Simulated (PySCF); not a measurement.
Tetrasilane, SMILES [SiH3][SiH2][SiH2][SiH3] (H₁₀Si₄), singlet, PBE0/def2-SVP optimised geometry.

```
14

Si     0.40     2.26     0.00
Si    -0.40     1.10    -1.88
Si     0.41    -1.10    -1.88
Si    -0.40    -2.26     0.00
H     -0.08     3.68     0.00
H     -0.08     1.59     1.25
H      1.89     2.26     0.00
H      0.04     1.81    -3.13
H     -1.89     1.08    -1.85
H      1.91    -1.08    -1.84
H     -0.02    -1.81    -3.13
H     -1.89    -2.26    -0.01
H      0.08    -3.68     0.00
H      0.07    -1.59     1.25
```

Density from PBE0/def2-TZVP run with PySCF 2.14.0 at that geometry.

Minimum of the electron density along straight lines between bonded atoms, close to the bond critical point (lines longer than 1.1 times the sum of covalent radii, or with two minima, are not listed):

```tsv
bond	length / Å	ρ at the minimum / e bohr⁻³	∇²ρ there / e bohr⁻⁵	position (fraction from the first atom)
Si1–Si2	2.348	0.092	-0.15	0.50
Si2–Si3	2.350	0.090	-0.15	0.50
Si3–Si4	2.348	0.092	-0.15	0.50
Si1–H5	1.495	0.117	0.15	0.49
Si1–H6	1.496	0.117	0.15	0.49
Si1–H7	1.496	0.117	0.15	0.49
Si2–H8	1.498	0.116	0.16	0.49
Si2–H9	1.498	0.116	0.16	0.49
Si3–H10	1.498	0.116	0.16	0.49
Si3–H11	1.498	0.116	0.16	0.49
Si4–H12	1.496	0.117	0.15	0.49
Si4–H13	1.495	0.117	0.15	0.49
Si4–H14	1.496	0.117	0.15	0.49
```
